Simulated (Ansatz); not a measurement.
Mulliken charges of `[F][Al]1[CH2][O]1` from PBE/def2-TZVPP in Ansatz (PBE0-D4/def2-TZVP geometry).

```json
{"atom": "F1", "x (Å)": "-0.392", "y (Å)": "-2.591", "z (Å)": "0.635", "charge (e)": "-0.250"}
{"atom": "Al2", "x (Å)": "-0.190", "y (Å)": "-1.025", "z (Å)": "0.216", "charge (e)": "0.503"}
{"atom": "C3", "x (Å)": "0.332", "y (Å)": "0.748", "z (Å)": "-0.050", "charge (e)": "-0.100"}
{"atom": "O4", "x (Å)": "-0.898", "y (Å)": "0.191", "z (Å)": "-0.720", "charge (e)": "-0.338"}
{"atom": "H5", "x (Å)": "1.093", "y (Å)": "1.054", "z (Å)": "-0.767", "charge (e)": "0.092"}
{"atom": "H6", "x (Å)": "0.097", "y (Å)": "1.558", "z (Å)": "0.641", "charge (e)": "0.092"}
```

Q: By hand: the dipole of these point charges (1 e Å = 4.8032 D).

A: Σ q r = (0.382, 0.233, 0.187) e Å, of length 0.485 e Å = 2.33 D.

Q: How does the dipole of the full density compare? (An estimate is asked.)

A: Computed: (0.249, -0.062, 0.199) e Å, 1.56 D; the point charges give 1.49 times that, at 42° from its direction.

Point charges leave out the atoms' own dipoles, such as those of lone pairs, and Mulliken's split depends on the basis, so the two needn't agree.
